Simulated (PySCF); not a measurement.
**Working out the ionisation energy of I**

I [Kr] 4d10 5s2 5p5 (2P) → I⁺ [Kr] 4d10 5s2 5p4 (3P). Computed with PySCF 2.14 in aug-cc-pwCVTZ-DK3 with one added diffuse shell each of s, p, d, f type (11s10p8d5f1g, 125 functions), with the spin-free X2C one-electron Hamiltonian (Gaussian nucleus). Frozen: [Ar] 3d10. Energies in hartree (1 hartree = 27.21139 eV):

```
             part     I (lower)    I⁺ (upper)
              UHF  -7112.417991  -7112.067324
MP2 opposite-spin     -0.564614     -0.540998
    MP2 same-spin     -0.297230     -0.287977
```

Question: What does Hartree-Fock give?

Answer: (-7112.067324) − (-7112.417991) = 0.350667 hartree = 9.542 eV.

Question: What do MP2 and SCS-MP2 (6/5 opposite-spin, 1/3 same-spin) give?

Answer: The opposite-spin parts differ by 0.643 eV and the same-spin parts by 0.252 eV. MP2: 9.542 + (0.643) + (0.252) = 10.437 eV. SCS-MP2: 9.542 + 1.2 × (0.643) + (0.252)/3 = 10.398 eV.

Measured between the centres of the two terms (NIST): 10.519 eV, so MP2 (valence and next inner shell) is off by -0.082 eV.

What remains against the reference includes basis incompleteness, the frozen core and correlation beyond second order.
